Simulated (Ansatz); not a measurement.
PBE exchange is replaced step by step with exact exchange (0 % is PBE, 25 % PBE0; no dispersion term), basis def2-TZVP, Ansatz. System: the cluster CuSe₂⁺ (the lowest singlet isomer of a short search). Total charge 1; singlet. Geometry: r2SCAN-D4/def2-TZVP.

Geometry of the singlet:

Cartesian coordinates in Å:
```
Cu 1.294 0.719 1.096
Se -0.860 -1.410 -0.737
Se -0.434 0.691 -0.359
```

At PBE-D4/def2-TZVP, PBE0-D4/def2-TZVP the restricted singlet is unstable: a solution with broken spin symmetry lies lower. At PBE-D4/def2-TZVP an occupied level of the charge 1 singlet lies above an empty one (by up to 0.01 eV), so this SCF solution is probably not the lowest. The restricted singlet is unstable towards broken spin symmetry at other levels; at PBE with 5 % exact exchange/def2-TZVP, PBE with 10 % exact exchange/def2-TZVP, PBE with 15 % exact exchange/def2-TZVP, PBE with 35 % exact exchange/def2-TZVP and others this wasn't settled. The geometry of the singlet was relaxed on an unsound state (restricted singlet, unstable towards broken spin symmetry). At PBE0-D4/def2-TZVP a triplet of charge 1 lies 0.60 eV below the restricted singlet, each at its own geometry. The structure comes from a short search, and lower isomers may exist.

```
exact exchange (%)  HOMO (eV)  LUMO (eV)  gap (eV)
                 0     -10.73     -10.74     -0.01
                 5     -10.91     -10.59      0.32
                15     -11.29     -10.28      1.01
                25     -11.68      -9.96      1.72
                35     -12.10      -9.65      2.45
                50     -12.74      -9.16      3.58
```

**Question.** Estimate the row for 10 %.

**Answer.** 
```tsv
exact exchange (%)	HOMO (eV)	LUMO (eV)	gap (eV)
10	-11.10	-10.43	0.66
```
